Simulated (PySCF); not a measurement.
Compound: C2H6O3Si.
Numbering: `[CH3:1][C:2](=[O:3])[O:4][SiH2:5][OH:6]` (hydrogens: H7, H8, H9 on C1; H10, H11 on Si5; H12 on O6)

Method: PBE0-D3(BJ)/def2-SVP geometry optimisation, gas phase in PySCF; density fitting, grid level 1; the optimiser is geomeTRIC in internal coordinates, started from a GFN2-xTB structure with every atom displaced at random (about 0.01 Å).

Step 0: E = -16172.0770 eV
```
atom  x, y, z in Å  |  force x, y, z in eV/Å
C1      2.1216    0.0142    0.1946   -1.384   1.216  -0.075
C2      0.6253   -0.2602    0.3156    1.616  -0.440   0.426
O3      0.1545   -1.0944    1.0510   -0.156  -0.275   0.305
O4     -0.0747    0.4912   -0.4849   -0.609   0.603  -0.723
Si5    -1.7793    0.4494   -0.6818    0.671   0.448   0.551
O6     -2.4408   -0.6801    0.2529   -0.375  -1.113   0.895
H7      2.6435   -0.3470    1.0552    0.472  -0.478   0.729
H8      2.4894   -0.4471   -0.7115    0.268  -0.300  -0.531
H9      2.2558    1.1147    0.1018    0.066  -0.467  -0.030
H10    -2.1838    1.7820   -0.2276   -0.232   0.450  -0.212
H11    -1.9446    0.1288   -2.0710   -0.260   0.049  -1.041
H12    -1.8272   -1.1797    0.8291   -0.075   0.307  -0.296
```

**Question.** Estimate the geometry and energy of step 1. (The exact step hangs on the optimiser's Hessian estimate; all steps are aligned on step 0, rigid shifts and turns removed.)

**Answer.** E = -16172.2207 eV, largest force 0.431 eV/Å
```
atom  x, y, z in Å  |  force x, y, z in eV/Å
C1      2.1011    0.0080    0.2108    0.283  -0.167   0.089
C2      0.6383   -0.2523    0.3517   -0.358   0.140  -0.196
O3      0.1640   -1.0748    1.1055    0.076   0.062  -0.041
O4     -0.1049    0.5044   -0.4666    0.203  -0.139   0.165
Si5    -1.8115    0.4470   -0.6691    0.039  -0.034  -0.171
O6     -2.3941   -0.7577    0.2841    0.029   0.155  -0.096
H7      2.6426   -0.4188    1.0689   -0.087   0.023  -0.151
H8      2.4637   -0.4654   -0.7188   -0.070   0.012   0.090
H9      2.3069    1.0794    0.1212   -0.047   0.133   0.000
H10    -2.3063    1.8040   -0.3316   -0.011   0.029   0.136
H11    -2.0219    0.2161   -2.1244   -0.003  -0.085   0.050
H12    -1.6384   -1.1182    0.7918   -0.053  -0.129   0.126
```

The energy changes by -0.1437 eV. The first-order estimate −F·Δx gives -0.3782 eV and the mean of the old and new forces, exact on a quadratic surface, -0.1437 eV. The step makes an angle of 73° with the force vector and moves no atom by more than 0.202 Å.

Run on an Arm Neoverse V1 with one thread, on a shared host.
